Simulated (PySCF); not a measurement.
## Partial charges of `CC#C[Si@@]1(C#N)C[SiH2][SiH2]1`

C5H9NSi3.
Structure used (GFN2-xTB), in Å, numbered top down from 1:
```xyz
18
C5H9NSi3 angstrom
C      3.8024    0.7338    1.0488
C      2.4380    0.6550    0.5821
C      1.3037    0.5929    0.1761
Si    -0.4558    0.4915   -0.3728
C     -0.5142    1.7765   -1.7343
N     -0.6076    2.5710   -2.5558
C     -0.9266   -1.2274   -1.1413
Si    -2.5350   -1.7048   -0.1807
Si    -2.3253    0.2876    1.0380
H      3.8968    1.5314    1.7856
H      4.0957   -0.2104    1.5077
H      4.4688    0.9440    0.2126
H     -1.0857   -1.1722   -2.2179
H     -0.1323   -1.9605   -1.0031
H     -3.6796   -1.8658   -1.0843
H     -2.3806   -2.9839    0.5236
H     -2.0149    0.2206    2.4731
H     -3.3565    1.3269    0.9309
```

Density: PBE0/pcSseg-1 (PySCF); schemes: Mulliken, IAO, Hirshfeld and ESP-fitted. Geometry: GFN2-xTB; no solvent, vibrations or thermal averaging. GFN2-xTB frequencies show an imaginary mode (22i cm⁻¹), so this geometry is no minimum at that level.

Problem. Give the atomic charges in each scheme.

Solution. In e; atoms taken as equivalent share a row and are averaged (×n: the atom named and its like, n in all):

```
       atom                  environment  Mulliken     IAO  Hirshfeld  ESP-fitted
         C1           propargylic carbon    -0.161  -0.441     -0.089      -0.579
         C2                alkyne carbon    -0.128  +0.028     -0.009      +0.320
         C3                alkyne carbon    -0.405  -0.374     -0.187      -0.549
        Si4      four-coordinate silicon    +0.788  +0.774     +0.340      +0.484
         C5                 cyano carbon    -0.181  -0.142     -0.037      +0.197
         N6               cyano nitrogen    -0.215  -0.204     -0.206      -0.404
         C7  sp3 carbon bound to silicon    -0.864  -0.810     -0.246      -0.416
        Si8                 SiH2 silicon    +0.428  +0.470     +0.256      +0.318
        Si9                 SiH2 silicon    -0.001  +0.146     +0.164      -0.001
H10/H11/H12              methyl hydrogen    +0.158  +0.180     +0.067      +0.197
        H13           methylene hydrogen    +0.186  +0.174     +0.044      +0.112
        H14           methylene hydrogen    +0.181  +0.172     +0.042      +0.134
        H15                Si–H hydrogen    -0.042  -0.094     -0.070      -0.082
        H16                Si–H hydrogen    -0.046  -0.096     -0.072      -0.083
        H17                Si–H hydrogen    -0.011  -0.072     -0.067      -0.017
        H18                Si–H hydrogen    -0.005  -0.069     -0.065      -0.027
```

Mean size of the charges over all atoms: IAO 0.256 e, ESP-fitted 0.240 e, Mulliken 0.229 e, Hirshfeld 0.117 e. Each set sums to the total charge, 0, to within 0.001 e. The IAO scheme projects the occupied orbitals on a minimal set of polarised atomic orbitals and counts the electrons in each atom's part of it. The Hirshfeld scheme divides the density at each point in proportion to the densities of the neutral, spherically averaged free atoms.

Lowest charge. The schemes don't all agree: Mulliken C7 (-0.864); IAO C7 (-0.810); Hirshfeld C7 (-0.246); ESP-fitted C1 (-0.579).

Highest charge. All schemes agree: Mulliken Si4 (+0.788); IAO Si4 (+0.774); Hirshfeld Si4 (+0.340); ESP-fitted Si4 (+0.484).

Problem. Sum the charges by element, for elements with more than one atom.

Solution. 
```
element  atoms  Mulliken     IAO  Hirshfeld  ESP-fitted
      C      5    -1.739  -1.740     -0.569      -1.026
     Si      3    +1.215  +1.389     +0.760      +0.802
      H      9    +0.738  +0.554     +0.015      +0.629
```

Problem. How many electrons does the Mulliken scheme count on Si9?

Solution. Z − q = 14 − (-0.001) = 14.001.

Problem. How closely do the schemes follow one another over all atoms?

Solution. Correlation coefficient and root-mean-square difference: Mulliken with IAO 0.96, 0.090 e; IAO with Hirshfeld 0.93, 0.210 e; Mulliken with Hirshfeld 0.89, 0.211 e; IAO with ESP-fitted 0.85, 0.180 e; Hirshfeld with ESP-fitted 0.81, 0.200 e; Mulliken with ESP-fitted 0.75, 0.223 e.
